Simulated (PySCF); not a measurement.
Vibration and rotation of LiZn⁻

RHF-CCSD(T) constants of LiZn⁻, ¹Σ⁺ (singlet), closed shell (Li aug-pcseg-1, Zn aug-pcseg-1; no relativity (PySCF 2.14); masses 7.0160 and 63.9291 u):

- ωe: 110.2 cm⁻¹
- ωexe: 2.91 cm⁻¹
- Be: 0.24395 cm⁻¹
- αe: 0.00753 cm⁻¹
- D (centrifugal): 4.78e-06 cm⁻¹
- De to Li⁻ + Zn: 0.194 eV

**Question.** Give the vibrational terms G(v) and spacings up to v = 3.

**Answer.** G(v) = ωe(v+½) − ωexe(v+½)².

| v | G(v) (cm⁻¹) | G(v) − G(v−1) | Bv (cm⁻¹) |
| --- | --- | --- | --- |
| 0 | 54 |  | 0.2402 |
| 1 | 159 | 104 | 0.2327 |
| 2 | 257 | 99 | 0.2251 |
| 3 | 350 | 93 | 0.2176 |

**Question.** How well does the Morse estimate ωe²/(4ωexe) reproduce De, and what is D0?

**Answer.** It gives 0.129 eV, 67 % of the computed De. D0 = De − G(0) = 0.194 − 0.007 = 0.187 eV.

Correlated steps freeze 5 core orbitals. The bond is weak. Basis-set superposition, not corrected here, can be much of De in a small basis, most of all at correlated wavefunction levels. For an ion De counts to the pair picked by the measured ionisation energies or electron affinities, which need not be the lowest pair at this level. The CCSD T1 diagnostic is raised, a sign that a single reference may not be enough here.
